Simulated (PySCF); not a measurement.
# How methods differ on the electron affinity of Ge

Ge⁻ [Ar] 3d10 4s2 4p3 (4S) → Ge [Ar] 3d10 4s2 4p2 (3P), as a difference of total energies. Computed with PySCF 2.14 in aug-cc-pwCVDZ-PP with ECP10MDF (6s5p4d1f, 48 functions), with a scalar-relativistic core potential. Correlated levels: valence: 3s2 3p6 3d10 frozen; valence and next inner shell: nothing frozen outside the core potential. The calculations carry no spin-orbit coupling.

| method | electron affinity (eV) | difference from reference (eV) |
| --- | --- | --- |
| UHF | 0.843 | -0.390 |
| LDA | 1.526 | +0.293 |
| PBE | 1.402 | +0.169 |
| PBE0 | 1.374 | +0.141 |
| r2SCAN | 1.492 | +0.259 |
| BHandHLYP | 1.113 | -0.120 |
| r2SCAN0 | 1.460 | +0.227 |
| TPSS | 1.354 | +0.121 |
| HSE06 | 1.380 | +0.147 |
| MP2 (valence) | 1.236 | +0.003 |
| SCS-MP2 (valence) | 1.082 | -0.151 |
| MP2 (valence and next inner shell) | 1.253 | +0.020 |
| SCS-MP2 (valence and next inner shell) | 1.087 | -0.146 |

Reference: 1.233 eV (measured; photodetachment measurements, as compiled on the Wikipedia data page of electron affinities).

The reference lies between the lowest fine-structure levels, while these numbers refer to the centres of the terms.

Errors of the correlated levels include the incompleteness of this basis and the frozen core.

In the anion the highest occupied orbital energy is positive at LDA, PBE, PBE0, r2SCAN, r2SCAN0, TPSS, HSE06, a self-interaction effect; the basis confines that electron, and the energy difference can still be sensible.
